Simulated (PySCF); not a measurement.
Geometry:
```
atom   x (Å)   y (Å)   z (Å)
  C1  -0.435   0.383   1.430
  C2  -0.193   0.186  -0.068
  C3  -1.035  -0.979  -0.593
  C4  -0.526   1.466  -0.833
  N5   1.227  -0.106  -0.293
  C6   1.886  -1.158   0.219
  O7   1.430  -2.017   0.933
  H8   0.172   1.203   1.808
  H9  -1.482   0.609   1.612
 H10  -0.171  -0.523   1.966
 H11  -2.092  -0.775  -0.441
 H12  -0.773  -1.889  -0.062
 H13  -0.856  -1.130  -1.656
 H14  -0.345   1.337  -1.898
 H15  -1.573   1.718  -0.693
 H16   0.077   2.298  -0.472
 H17   1.732   0.541  -0.877
 H18   2.949  -1.158  -0.096
```

Rapidly exchanging positions averaged, one computed conformer, in vacuum, relativity neglected. GFN2-xTB structure; shieldings: GIAO PBE0/pcSseg-1; PySCF 2.14.

Q: Predict the 2D correlation tables (HSQC, COSY, HMBC).

A: 

HSQC (one-bond C–H):
```
                                      δH               δC
                              8.23 (H18)       161.4 (C6)
1.45 (H8/H9/H10/H11/H12/H13/H14/H15/H16)  29.4 (C1/C3/C4)
```

COSY cross peaks (H two or three bonds apart, from the bond graph; peaks can be absent where the dihedral angle is near 90°):
```
        δH          δH
8.23 (H18)  4.49 (H17)
```

HMBC (two and three bonds, from the bond graph):
```
                                      δH                                      δC
                              8.23 (H18)                               52.0 (C2)
                              4.49 (H17)  161.4 (C6), 52.0 (C2), 29.4 (C1/C3/C4)
1.45 (H8/H9/H10/H11/H12/H13/H14/H15/H16)              52.0 (C2), 29.4 (C1/C3/C4)
```

References, each an isolated molecule treated in the same way: 1H (31.72 ppm), 13C (186.93 ppm) against TMS.

The OH or NH signal is concentration- and solvent-dependent in practice; the value given is the gas-phase one. Shifts are as computed. Against solution values, carbons near 30 ppm lie about +3 ppm off and those near 130 ppm about +5 ppm. Of 1211 compounds with measured shifts, 218 miss one by over three times the rms of a fit or turn the order of signals round; such compounds aren't used in these exercises. Hydrogen bonding in solution deshields acid and N–H amide carbonyl carbons by as much as 10 ppm beyond these values.
